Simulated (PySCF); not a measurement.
Job for PySCF: R-HF/STO-3G on H5NO2Sn (SMILES [NH2][SnH]([OH])[OH]), a point of a torsion scan.

```python
from pyscf import gto, scf, dft, mp
from pyscf.data.elements import chemcore

mol = gto.M(
    atom='''
    N     1.58559475   -0.52129184    0.20835166
    Sn   -0.32880583    0.06824414    0.18155405
    O    -0.27285840    1.83740804    0.94909204
    O    -1.24637050   -1.01678322    1.48432601
    H     2.19517803    0.08444854   -0.32675932
    H     1.71906282   -1.45818252   -0.15645688
    H    -1.31312329    0.02668712   -1.16603853
    H    -0.99311741    2.03384124    1.54653124
    H    -0.70735368   -1.29396924    2.22452501
    ''',
    basis='sto-3g',
    charge=0, spin=0, verbose=3, max_memory=1800)
mf = scf.RHF(mol)
mf.conv_tol = 1e-8
mf.max_cycle = 100
mf.kernel()
if not mf.converged:
    mf = mf.newton().run(mf.mo_coeff, mf.mo_occ)
```

It printed:

```
converged SCF energy = -6167.64312747171
```

The calculation finished and met its thresholds.

Cost: roughly 0.6 core-seconds.
